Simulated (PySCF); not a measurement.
## EPR parameters of [C3H3F3OS]-

Species: C3H3F3OS (charge -1 and doublet state).
SMILES with atom numbers: `[CH3:1][O:2][C:3]([S-:4])[C:5]([F:6])([F:7])[F:8]` (hydrogens: H9, H10, H11 on C1)

Structure used (GFN2-xTB), in Å, numbered top down from 1:
```
atom  x, y, z in Å
C1     1.6934    0.0483    0.1615
O2     0.7143    0.4970   -0.7517
C3    -0.4607   -0.2629   -0.7677
S4    -0.4609   -1.9124   -1.1450
C5    -1.5302    0.2792    0.0629
F6    -1.3849    0.1500    1.4668
F7    -1.6819    1.6308   -0.0614
F8    -2.7463   -0.2407   -0.1641
H9     1.3684    0.1967    1.1997
H10    1.8999   -1.0163    0.0024
H11    2.5945    0.6330   -0.0292
```

The hyperfine couplings belong to this conformer and change with its torsions.

Theory: PySCF 2.14.0, UKS B3LYP, pcH-1 on C F H O S, non-relativistic, mean-field spin-orbit, GIAO. Whether the extra electron is bound in the gas phase wasn't checked; a finite basis holds it in any case. A GFN2-xTB geometry isn't a minimum of the functional, and hyperfine couplings can be far from their values at a DFT geometry, by a factor of two or more for some ions and for spin on atoms past the first row. No stability test was run, so a lower SCF solution isn't excluded.

* g1, g2, g3: 2.00191, 2.01065, 2.01480
* g_iso: 2.00912
* Form of g: rhombic: the two nearest values differ by 32 % of g3 − g1
* ⟨S²⟩: 0.7536 (exact 0.7500)
* HOMO–LUMO gap, α and β orbitals: 4.84, 4.11 eV
* Basis functions: 240

Hyperfine couplings atom by atom, in 10⁻⁴ cm⁻¹; T1 to T3 are the principal values of the dipolar part (1 × 10⁻⁴ cm⁻¹ = 2.998 MHz):

```
atom  isotope  a_iso  of which spin–orbit     T1     T2    T3  Mulliken spin population
  C1      13C   10.8                  0.0   -1.4   -1.0   2.4                      0.03
  O2      17O  -17.4                  0.0   -2.8    1.1   1.7                      0.00
  C3      13C   42.4                  0.1  -17.7  -17.1  34.8                      0.52
  S4      33S    2.4                  0.1  -12.7  -11.3  23.9                      0.39
  C5      13C    1.1                  0.0   -2.0   -1.6   3.6                      0.03
  F6      19F   73.9                  0.1  -26.2  -25.1  51.2                      0.03
  F7      19F   19.4                 -0.1   -8.2   -7.6  15.8                      0.01
  F8      19F    3.1                  0.1   -4.2   -4.1   8.3                      0.00
  H9       1H   -0.5                  0.0   -1.0   -0.5   1.5                      0.00
 H10       1H   -1.0                  0.0   -1.3   -0.1   1.4                      0.00
 H11       1H   -1.1                  0.0   -0.9   -0.6   1.5                      0.00
```

Largest spin populations (Mulliken): C3 (+0.52) and S4 (+0.39). The angles at C3 add up to 355.5°, so it is nearly planar.

C3, the radical centre as drawn in `CO[C]([S-])C(F)(F)F`, holds a spin population of +0.52 out of 1.

Axes: g3 points within 12° of the C3–S4 bond.

Under fast tumbling the dipolar parts average out, and these isotropic splittings remain: 3 × 19F (F6/F7/F8, I = 1/2, 4 lines) with 3.42 mT and 3 × 1H (H9/H10/H11, I = 1/2, 4 lines) with 0.09 mT.

Nuclei that the bonding pattern makes equivalent are averaged, as if the motion that swaps them (rotation, inversion, ring flip) were fast. The three 19F nuclei of mean +96.2 MHz run from 9.2 to 221.4 MHz in the frozen geometry.

The 13C coupling of C3 (127.0 MHz) shows only in satellite lines or after enrichment, since that isotope makes up about 1.07 % of natural carbon.

The 17O coupling of O2 (-52.1 MHz) shows only in satellite lines or after enrichment, since that isotope makes up about 0.038 % of natural oxygen.
